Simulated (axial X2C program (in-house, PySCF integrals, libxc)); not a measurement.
# Spin–orbit effects down a group: molecules with Cl (ions), HF

Computed with an in-house all-electron X2C program for linear molecules (integrals from PySCF), spin-free (one-electron X2C) or two-component (2c: spin–orbit coupling with atomic mean-field Coulomb and Gaunt terms, which also bring small scalar terms), in Dyall basis sets with cores contracted in-house; open shells are unrestricted.

Basis sets: C dyall-v3z, Cl dyall-av3z, Ge dyall-cv3z, Si dyall-v3z, Sn dyall-cv3z.

```json
{"molecule": "CCl⁺", "spin-free state": "M_S = 0, Λ = 0", "Re (Å)": "1.522", "ωe (cm⁻¹)": "1268.9", "De (eV)": "4.24", "2c state": "Ω = 0", "Re 2c (Å)": "1.522", "ωe 2c (cm⁻¹)": "1268.6", "De 2c (eV)": "4.18"}
{"molecule": "SiCl⁺", "spin-free state": "M_S = 0, Λ = 0", "Re (Å)": "1.954", "ωe (cm⁻¹)": "690.4", "De (eV)": "3.61", "2c state": "Ω = 0", "Re 2c (Å)": "1.954", "ωe 2c (cm⁻¹)": "690.2", "De 2c (eV)": "3.55"}
{"molecule": "GeCl⁺", "spin-free state": "M_S = 0, Λ = 0", "Re (Å)": "2.054", "ωe (cm⁻¹)": "519.1", "De (eV)": "3.08", "2c state": "Ω = 0", "Re 2c (Å)": "2.055", "ωe 2c (cm⁻¹)": "518.8", "De 2c (eV)": "n/a"}
{"molecule": "SnCl⁺", "spin-free state": "M_S = 0, Λ = 0", "Re (Å)": "2.262", "ωe (cm⁻¹)": "438.9", "De (eV)": "2.77", "2c state": "Ω = 0", "Re 2c (Å)": "2.263", "ωe 2c (cm⁻¹)": "438.7", "De 2c (eV)": "2.37"}
```

**Question.** Work out the shifts from the spin-free to the two-component result.

**Answer.** 

```tsv
molecule	2c state	ΔRe (Å)	Δωe (cm⁻¹)	ΔDe (eV)
CCl⁺	Ω = 0	0.000	-0.3	-0.06
SiCl⁺	Ω = 0	0.000	-0.2	-0.06
GeCl⁺	Ω = 0	0.001	-0.3	n/a
SnCl⁺	Ω = 0	0.001	-0.2	-0.40
```

Shifts of one unit in the last digit are rounding.

Fragments in 2c: Cl + C+, Cl + Si+, Ge+ + Cl, Sn+ + Cl. Each entry is the lowest single determinant of a limited PBE0 search at one distance. De goes to single-determinant-based atoms at the same level (for ions the charge split of lowest energy) and is withheld (n/a) where an atom does not fit its ground term or J level. Main or longest-lived isotopes. Some light 2c atoms are not at their ground J level, so De misses part of their lowering (0.04 eV or less).
